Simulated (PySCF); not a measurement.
Ligands exchanged one at a time, B NH2-H. Isolated molecules, 0 K electronic values unless said otherwise. Strings in code marks are SMILES.

Computed with PBE-D3(BJ)/def2-TZVP // B3LYP-D3(BJ)/def2-TZVP (PySCF). All candidates: neutral, multiplicity 1. Excitations are Tamm–Dancoff values on a coarser integration grid. The basis has no diffuse functions, so Rydberg states are missing or too high.

dipole moment: 0.02 D
HOMO–LUMO gap: 5.17 eV
T1 excitation (TDA): 5.05 eV

Question: Say which member has these values.
A. `BN`
B. `NBN`
C. `NB(N)N`

Answer: C, `NB(N)N`. The others give `NBN`: 1.42 D, 5.78 eV, 5.63 eV; `BN`: 2.07 D, 6.58 eV, 5.77 eV
